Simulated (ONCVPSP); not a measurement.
**Scattering properties, ONCV potential for Mo**

Mo (Z = 42), optimised norm-conserving Vanderbilt (ONCV), made with ONCVPSP 4.0.1 (BLYP, scalar-relativistic). Core [Ar] 3d10, reference 4s2 4p6 4d5 5s1. Waves: 4s+5s: rc 1.45 bohr, ncon 4, nbas 8, qcut 7.2 1/bohr, 2 projectors; 4p: rc 1.90 bohr, ncon 4, nbas 7, qcut 7.5 1/bohr, 1 projector; 4d: rc 1.80 bohr, ncon 3, nbas 7, qcut 5.4 1/bohr, 2 projectors, debl 1.4 Ha. Local part: polynomial inside 1.30 bohr (lpopt 5, dvloc0 0 Ha). Core correction: polynomial model core, fcfact 0.45.

The phase is arctan(r·R′/R) of the radial function R(r), unwrapped; energies in Ha, scanned from -4 to 5 Ha. A pole is an energy at which the radial function vanishes at the test radius. The pseudo phase is shifted by a multiple of π to meet the all-electron one at the reference energy, and phase errors are pseudo minus all-electron; the curves can meet again beyond the range given. Levels narrower than the energy grid can be missing from the lists of poles.

| channel | radius (bohr) | reference energy (Ha) | poles, all-electron | poles, pseudo | unbroken range about the reference energy with phases within 0.05 rad | phase error 1 Ha above the reference energy (rad) |
| --- | --- | --- | --- | --- | --- | --- |
| s | 1.47 | -0.15 | -1.02 | -1.02 | the whole range | -0.000 |
| p | 1.93 | -1.41 | -1.01 | -1.01, 3.95 | below 0.4 | -0.008 |
| d | 1.83 | -0.13 | 1.02 | 1.02 | below 3.4 | +0.000 |

Phases in the s channel:

```json
{"E (Ha)": "-3.98", "all-electron": "0.646", "pseudo": "0.646"}
{"E (Ha)": "-3.50", "all-electron": "0.053", "pseudo": "0.052"}
{"E (Ha)": "-3.02", "all-electron": "-0.729", "pseudo": "-0.729"}
{"E (Ha)": "-2.54", "all-electron": "-1.162", "pseudo": "-1.162"}
{"E (Ha)": "-2.06", "all-electron": "-1.367", "pseudo": "-1.367"}
{"E (Ha)": "-1.58", "all-electron": "-1.483", "pseudo": "-1.483"}
{"E (Ha)": "-1.10", "all-electron": "-1.560", "pseudo": "-1.560"}
{"E (Ha)": "-0.62", "all-electron": "-1.619", "pseudo": "-1.619"}
{"E (Ha)": "-0.14", "all-electron": "-1.670", "pseudo": "-1.670"}
{"E (Ha)": "0.34", "all-electron": "-1.719", "pseudo": "-1.719"}
{"E (Ha)": "0.82", "all-electron": "-1.769", "pseudo": "-1.770"}
{"E (Ha)": "1.30", "all-electron": "-1.828", "pseudo": "-1.828"}
{"E (Ha)": "1.78", "all-electron": "-1.901", "pseudo": "-1.902"}
{"E (Ha)": "2.26", "all-electron": "-2.004", "pseudo": "-2.005"}
{"E (Ha)": "2.74", "all-electron": "-2.162", "pseudo": "-2.166"}
{"E (Ha)": "3.22", "all-electron": "-2.435", "pseudo": "-2.448"}
{"E (Ha)": "3.70", "all-electron": "-2.915", "pseudo": "-2.948"}
{"E (Ha)": "4.18", "all-electron": "-3.521", "pseudo": "-3.567"}
{"E (Ha)": "4.66", "all-electron": "-3.952", "pseudo": "-3.991"}
```
